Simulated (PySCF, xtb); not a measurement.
CH3F3OSi, SMILES F[Si](CF)(F)O.

GFN2-xTB (xtb) at its own geometry gives an orbital gap of 7.71 eV and a dipole moment of 1.58 D.

Geometry optimised at PBE-D3(BJ)/def2-SVP. The structure was generated by enumeration, and PubChem lists no compound with its InChIKey, so it may never have been made. One conformer was computed; it need not be the lowest.

Problem. What does PySCF with HF/def2-TZVP give? (The exact figures need the calculation; the answer reports its results.)

Solution. gap 17.03 eV (levels -13.61 and 3.42 eV), dipole 2.52 D.
